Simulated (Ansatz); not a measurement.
Calculated with Ansatz (gas phase, PBE0-D4/def2-TZVP geometries, no zero-point term in ΔE). CCSD(T)/CBS adds triple-zeta CCSD(T) − MP2 to the extrapolated MP2 energy (def2 sets, frozen cores). DFT in def2-TZVPP. For Se, Ti outer-core shells are correlated without core-valence functions, which leaves a few kJ/mol of doubt a bond. Scalar relativity is left out up to krypton. One conformer a species, not always the lowest.

Reaction (redistribution): `C[Se][Ti]([F])([N](C)C)[N](C)C` + `NB1CO1` → `C[Se]B1CO1` + `C[N](C)[Ti]([NH2])([F])[N](C)C`

```
             level  ΔE (kcal/mol)
           ωB97X-V           19.9
            r2SCAN           20.9
SCS-MP2/def2-TZVPP           22.2
      HF/CBS(def2)           20.3
```

(1) What does CCSD(T)/CBS give? (Best estimate.)

Largest T1 diagnostic among the species: 0.022, so the coupled-cluster value is less sure than usual.

Answers

(1) Computed: +21.2 kcal/mol. The listed levels differ from it by -1.3, -0.3, 1.0, -0.9 kcal/mol.

From PBE to PBE0 (25 % exact exchange), in def2-TZVPP and without D4, ΔE moves by +0.8 kcal/mol. The D4 term adds +1.4 kcal/mol with B3LYP and +0.9 kcal/mol with PBE0; it sums over pairs of atoms, weighted by their polarisabilities, and B3LYP, whose exchange is more repulsive, gets the larger term.

B3LYP here is the variant with VWN-RPA as its local correlation; programs differ in this.
